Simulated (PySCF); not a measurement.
Zinc: a sound run and one with changed settings

Sound run: Zn⁺ [Ar] 3d10 4s1, Zn²⁺ [Ar] 3d10. Calculation: PySCF 2.14, in cc-pVDZ-PP with ECP10MDF; a scalar-relativistic core potential. In the sound run the correlated levels freeze 3s2 3p6 outside the core potential. The sound run starts from symmetry-adapted Hartree-Fock orbitals and uses a fine grid where one is needed.

Changed run: a valence shell is frozen. This setting is unsound on purpose.

Ionisation energy of Zn⁺:

```csv
method,sound run (eV),changed run (eV)
UHF,16.760,16.760
MP2,17.373,16.760
SCS-MP2,17.266,16.760
CCSD,17.299,16.760
CCSD(T),17.344,16.760
CCSDT,n/a,16.760
FCI,n/a,16.760
```

Freezing a valence shell removes pair correlation that changes on ionisation.

For comparison, NIST gives 17.964 eV between the lowest levels.
